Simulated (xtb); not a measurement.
xtb input:

```bash
xtb mol.xyz --gfn 2 --ohess tight --chrg 0 --uhf 0
```
mol.xyz:
```
5

O      1.10576844    -0.23665478     0.00255296
Al    -0.61220549     0.06176435     0.00145782
H      1.74144892     0.46592197    -0.07456747
H     -1.16835388     1.55134250    -0.08184075
H     -1.51893926    -1.22822729     0.10170373
```

### Question
Predict the final energy.

### Answer
-6.73834 Eh (GFN2-xTB).
